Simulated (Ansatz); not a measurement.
A nudged elastic band was laid between two geometries of CH$_{4}$BFOSi (9 atoms, charge 0, multiplicity 1).

The calculation used Ansatz, RKS BHLYP-D4/def2-SVP.

| Property | Result |
| --- | --- |
| movable images | 7 |
| climbing image | yes |
| spring | 5.0 eV/Å² |
| optimiser | quadratic models (default) |
| start path | through a guess of the saddle point |
| force threshold | 0.03 eV/Å |
| iteration limit | 60 |
| end points | relaxed |

Image 0:

```xyz
9
Properties=species:S:1:pos:R:3
F -1.093 -0.708 -1.367
C -0.534 -0.012 -0.342
Si 1.165 -0.688 0.128
B -1.409 1.020 0.344
O -0.577 1.422 -0.599
H 1.678 0.128 1.249
H 2.073 -0.596 -1.035
H 1.017 -2.098 0.548
H -2.232 1.485 1.057
```

Image 8:

```xyz
9
Properties=species:S:1:pos:R:3
F -1.334 -0.600 -1.125
C -0.834 0.089 -0.021
Si 0.978 -0.522 0.220
B -1.789 -0.281 1.199
O -0.923 1.446 -0.209
H 1.523 0.046 1.470
H 1.714 0.020 -0.947
H 1.031 -1.996 0.244
H -0.278 1.752 -0.847
```

(1) Which bonds break or form, and what moves?

(2) What energy profile does the band end with?

(3) What is the geometry of the highest image?

## Answers

(1) Bonds broken: B4–O5, B4–H9. Bonds formed: O5–H9.

(2) The run converged. The highest image is number 4 of 0 to 8, 4.22 eV above the first end and 0.64 eV above the last; the last end lies 3.58 eV above the first. The profile has 3 maxima (images 1, 4, 7) with wells between them (images 3, 5): this band takes more than one step, which may be the mechanism or a detour left from its start path. Neighbouring images differ by up to 4.2 eV, so the band resolves the path poorly. A vibrational analysis at the climbing image gives one clearly imaginary mode, 1383i cm⁻¹: a first-order saddle point. The orbitals stay closed-shell, which can raise the energy where a bond breaks towards radicals; this wasn't checked here.

| image | path coordinate (Å) | energy (eV) | B4–O5 (Å) | B4–H9 (Å) | O5–H9 (Å) |
| --- | --- | --- | --- | --- | --- |
| 0 | 0.00 | 0.00 | 1.32 | 1.18 | 2.34 |
| 1 | 1.30 | 0.07 | 1.32 | 1.18 | 2.34 |
| 2 | 2.61 | 0.05 | 1.32 | 1.18 | 2.34 |
| 3 | 3.91 | 0.00 | 1.32 | 1.18 | 2.33 |
| 4 | 5.22 | 4.22 | 1.74 | 1.37 | 1.17 |
| 5 | 6.52 | 3.58 | 2.49 | 2.68 | 0.96 |
| 6 | 7.83 | 3.65 | 2.38 | 3.25 | 0.96 |
| 7 | 9.13 | 3.66 | 2.37 | 3.23 | 0.96 |
| 8 | 10.44 | 3.58 | 2.39 | 3.26 | 0.96 |

(3) 
```xyz
9
Properties=species:S:1:pos:R:3
F -1.590 -0.953 0.125
C -0.643 0.028 0.048
Si 1.110 -0.673 0.223
B -1.152 1.411 0.560
O -0.843 0.836 -1.056
H 1.177 -1.427 1.490
H 2.042 0.474 0.247
H 1.394 -1.555 -0.928
H -1.407 1.812 -0.726
```

The run took 9 min on 2 threads of Arm Neoverse V1 (shared host), peak memory 0.19 GiB.
